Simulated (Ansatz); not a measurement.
`CBBO` + H–F → `CBBF` + H₂O at 298.15 K and 1 bar (ligand exchange at a B–O bond).

Calculated with Ansatz (gas phase, PBE0-D4/def2-TZVP geometries, no zero-point term in ΔE). CCSD(T)/CBS adds triple-zeta CCSD(T) − MP2 to the extrapolated MP2 energy (def2 sets, frozen cores). This one scheme is used for every species. One conformer a species, not always the lowest.

```csv
species,CCSD(T)/CBS energy (Eh),H − E (kJ/mol),S (J/(mol·K))
`CBBO`,-166.44324,217.3,314.2
H–F,-100.39570,33.5,173.6
`CBBF`,-190.46132,183.3,310.6
H₂O,-76.37941,66.4,188.7
```

H − E and S are ideal-gas, rigid-rotor, harmonic terms from PBE0-D4/def2-TZVP, for one conformer and one mirror image of each species. 1 Eh = 2625.50 kJ/mol, R = 8.31446 J/(mol·K).

Task: By hand: ΔE, ΔH, ΔS and ΔG.

Result: ΔE = (-190.46132) + (-76.37941) − (-166.44324) − (-100.39570) = -0.00179 Eh = -4.7 kJ/mol. Δ(H − E) = 183.3 + 66.4 − 217.3 − 33.5 = -1.1, so ΔH = -5.8 kJ/mol. ΔS = 310.6 + 188.7 − 314.2 − 173.6 = 11.5 J/(mol·K). ΔG = -5.8 − 298.15 × (11.5)/1000 = -9.2 kJ/mol.

Task: By hand: the equilibrium constant, and the temperature at which ΔG would vanish if ΔH and ΔS stayed fixed.

Result: log₁₀ K = −ΔG/(RT ln 10) = 1.6. ΔH and −TΔS have one sign here, so there is no such temperature.

TΔS isn't small against ΔH here. A doubt of 5 kJ/mol in ΔE shifts log₁₀ K by 0.9 here. Other conformers and mirror images would add mixing entropy, several J/(mol·K) or more a flexible species. These are equilibria of isolated gas molecules and say nothing of rates. Largest T1 diagnostic: 0.013 (customary marks: 0.02 for closed shells, 0.045 for open ones).

ΔS is within the doubt of such terms, so its sign, and with it that verdict, could turn.
